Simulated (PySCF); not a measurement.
## C₄H₁₃NOSi₃: full NMR table

* Formula: C4H13NOSi3
* SMILES: C#C[SiH2]O[Si@](C)([SiH3])NC
* Point group of the computed structure: C1
* Degrees of unsaturation: 2
* Carbon signals: 4
* Proton signals: 7

Mapped SMILES: `[CH:1]#[C:2][SiH2:3][O:4][Si@:5]([CH3:6])([SiH3:7])[NH:8][CH3:9]`. Each H is labelled by its parent atom. Ha(Si3) is pro-R; Hb(Si3) is pro-S.

PySCF 2.14 calculation with coordinates at the GFN2-xTB level and PBE0/pcSseg-1 with gauge-including orbitals; non-relativistic Hamiltonian, one averaged value for each set of equivalent atoms, single conformer, gas phase.

References, each an isolated molecule treated in the same way: $^{1}$H (31.72 ppm) and $^{13}$C (186.93 ppm) and $^{29}$Si (349.16 ppm) against TMS; NH3 for $^{15}$N (267.73 ppm); $^{17}$O (336.08 ppm) against H2O.

```tsv
carbon	δC, type	δH (multiplicity)	HMBC from (2–3 bonds)	span of the C tensor (ppm)
C1	103.4, CH	2.02 (m)	Ha(Si3), Hb(Si3)	243
C2	90.4, C	–	Ha(Si3), Hb(Si3), H(C1)	291
C6	6.1, CH3	0.31 (s)	H(Si7)	31
C9	29.6, CH3	2.70 (s)	–	53
```

Other nuclei:
```tsv
atoms	nucleus	environment	δ (ppm)	σ (ppm)
Ha(Si3)	$^{1}$H	hydrogen on a silicon bonded to C, O	5.17	26.55
Hb(Si3)	$^{1}$H	hydrogen on a silicon bonded to C, O	5.14	26.58
H(Si7)	$^{1}$H	hydrogen on a silicon bonded to Si	3.31	28.41
H(N8)	$^{1}$H	hydrogen on a nitrogen bonded to C, Si	0.18	31.54
Si5	$^{29}$Si	silicon bonded to C, N, O, Si	0.6	348.6
Si3	$^{29}$Si	silicon bonded to C, O, 2 H	-59.1	408.2
Si7	$^{29}$Si	silicon bonded to Si, 3 H	-134.4	483.5
N8	$^{15}$N	nitrogen bonded to C, Si, H	37.4	230.3
O4	$^{17}$O	oxygen bonded to 2 Si	55.2	280.8
```

- Carbon types of the structure: 1 × C, 1 × CH, 2 × CH3, leaving 6 H on heteroatoms.
- δC 103.4: terminal alkyne carbon; the triple bond shields along its axis, which puts it between sp3 and sp2 carbons.
- δC 90.4: alkyne carbon; the triple bond shields along its axis, which puts it between sp3 and sp2 carbons.
- δC 6.1: methyl carbon bonded to Si; an electropositive neighbour leaves it electron-rich and shielded.
- δH 2.02: hydrogen on a terminal alkyne carbon; it lies on the axis of the triple bond, in its shielding cone.
- δH 0.18: hydrogen on a nitrogen bonded to C, Si; exchangeable, gas-phase position.

The OH or NH signal is concentration- and solvent-dependent in practice; the value given is the gas-phase one. Shifts are as computed. Against solution values, carbons near 30 ppm lie about +3 ppm off and those near 130 ppm about +5 ppm. Of 1309 compounds with measured shifts, 239 miss one by over three times the rms of a fit or turn the order of signals round; such compounds aren't used in these exercises. Experimental scales use liquid or dissolved standards, which lie at an offset from isolated NH3 (liquid NH3: subtract about 20 ppm) and H2O (liquid H2O: subtract about 36 ppm). Multiplicities follow the n + 1 count of equivalent neighbours, as no J values were calculated; m marks all less simple cases, F and P coupling included.
